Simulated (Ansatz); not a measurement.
`O[SiH]([SiH3])N[SiH3]` and `O[SiH]([SiH3])[TeH]` differ in one atom or group.

Ansatz, PBE0-D4/def2-TZVP geometries, multiplicity 1. Each molecule was computed in one conformer, which needn't be the lowest.

Elements past krypton have def2 core potentials.

```
                                        property  `O[SiH]([SiH3])N[SiH3]`
           HOMO–LUMO gap (B3LYP/def2-TZVPP) / eV                     7.13
size of the dipole moment (B3LYP/def2-TZVPP) / D                     1.33
             HOMO energy (B3LYP/def2-TZVPP) / eV                    -7.60
  size of the dipole moment (PBE/def2-TZVPP) / D                     1.31
            HOMO–LUMO gap (PBE0/def2-TZVPP) / eV                     7.55
              LUMO energy (PBE0/def2-TZVPP) / eV                    -0.28
```

Q: Give the same properties after the change, and the shifts. (Best estimate.)

A: Computed: 
```tsv
property	`O[SiH]([SiH3])[TeH]`	shift
HOMO–LUMO gap (B3LYP/def2-TZVPP) / eV	5.45	-1.68
size of the dipole moment (B3LYP/def2-TZVPP) / D	1.02	-0.31
HOMO energy (B3LYP/def2-TZVPP) / eV	-6.45	1.15
size of the dipole moment (PBE/def2-TZVPP) / D	1.03	-0.28
HOMO–LUMO gap (PBE0/def2-TZVPP) / eV	5.88	-1.67
LUMO energy (PBE0/def2-TZVPP) / eV	-0.80	-0.52
```

With PBE0 the HOMO rises by 1.15 eV and the LUMO falls by 0.52 eV, so the gap narrows by about 1.67 eV. PBE moves the HOMO by 0.81 eV and ωB97M-V by 1.22 eV. Dipoles are sizes alone; their direction can turn.

B3LYP here is the variant with VWN-RPA as its local correlation; programs differ in this.

Spin–orbit coupling is left out; it splits and shifts lone-pair levels of the heavy atoms by tenths of an eV.
